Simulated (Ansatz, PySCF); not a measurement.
System: RbF (charge 0, singlet). 
Coordinates optimised at B3LYP-D3(BJ)/def2-TZVP (Ansatz, a first-principles code):
```
Rb
F 1 2.3553
```
Charge 0, spin multiplicity 1.

Total electronic energies in hartree. Cores are frozen in the correlated levels unless marked. No spin-orbit coupling. The frozen core is the preceding noble-gas configuration, with the filled d and f shells of earlier blocks. The outer core of K, Ca and their heavier congeners is not correlated, a term that matters for these elements. In def2 rows, elements after Kr have scalar-relativistic effective core potentials. STO-3G rows are all-electron and non-relativistic. CBS marks a two-point X^-3 extrapolation of the correlation energy; Hartree-Fock from the larger set.

| level | program | energy (Eh) |
|---|---|---|
| HF/def2-SVP | Ansatz | -123.18339 |
| HF/def2-TZVPPD | Ansatz | -123.32296 |
| revPBE/def2-TZVPD | Ansatz | -124.02283 |
| TPSS-D3(BJ)/def2-TZVPD | PySCF + dftd3 | -124.03781 |
| B3LYP-D4/def2-TZVPD | Ansatz + dftd4 | -124.04670 |
| PBE0/STO-3G | Ansatz | -3007.08161 |
| PBE0/def2-SVP | Ansatz | -123.78927 |
| PBE0/def2-QZVPP | Ansatz | -123.93674 |
| BHLYP/def2-TZVPD | Ansatz | -123.94733 |
| MN15/def2-TZVPD | PySCF | -123.91211 |
| B2GP-PLYP/def2-TZVPD | Ansatz | -123.83863 |
| B2PLYP-D3(BJ)/def2-TZVPD | Ansatz + dftd3 | -123.87750 |
| MP2/CBS(def2-TZVPPD,def2-QZVPPD) | Ansatz | -123.6508 |
| RI-MP2/def2-QZVPP | Ansatz | -123.63091 |
| CCSD(T)/CBS(def2-TZVPPD,def2-QZVPPD) | Ansatz | -123.6539 |

Totals of different functionals don't rank their quality; only differences between species are comparable.
